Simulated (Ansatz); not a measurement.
System: sum formula SnOCl2, charge 0, multiplicity 1. 
Coordinates optimised at B3LYP-D3(BJ)/def2-TZVP (Ansatz, a quantum-chemistry and plane-wave program):
```xyz
4

Sn    -0.2739    -0.2461    -0.0432
O     -1.6230    -1.4586    -0.2557
Cl    -0.2061     1.9614    -0.7536
Cl     1.7754    -0.5511     1.0009
```
Charge 0, spin multiplicity 1.

Computed values are from Ansatz. Valence correlation only, unless marked. Open shells are spin-unrestricted. Spin-orbit coupling is left out. Frozen are the shells of the preceding noble gas and the d and f shells that filled before the atom's block. Past Kr the def2 sets carry scalar-relativistic core potentials. CBS(X,Y): correlation extrapolated as X^-3; Hartree-Fock from the larger set. [CCSD(T)-MP2]/basis is that difference in the basis named.

The atomisation energy De is 1038.7 kJ/mol at CCSD(T)/CBS(def2-TZVPPD,def2-QZVPPD). The vertical ionisation energy (to the doublet) is 10.49 eV at CCSD(T)/CBS(def2-TZVPPD,def2-QZVPPD). The vertical triplet-singlet gap comes out as 2.92 eV at RI-MP2/CBS(def2-TZVPPD,def2-QZVPPD)+[CCSD(T)-MP2]/def2-TZVPPD, the total energy comes out as -1208.2181 Eh at CCSD(T)/CBS(def2-TZVPPD,def2-QZVPPD) and the dipole moment is 2.30 D at CCSD(T)/def2-SVPD. The T1 diagnostic is 0.022 at CCSD/def2-QZVPPD.
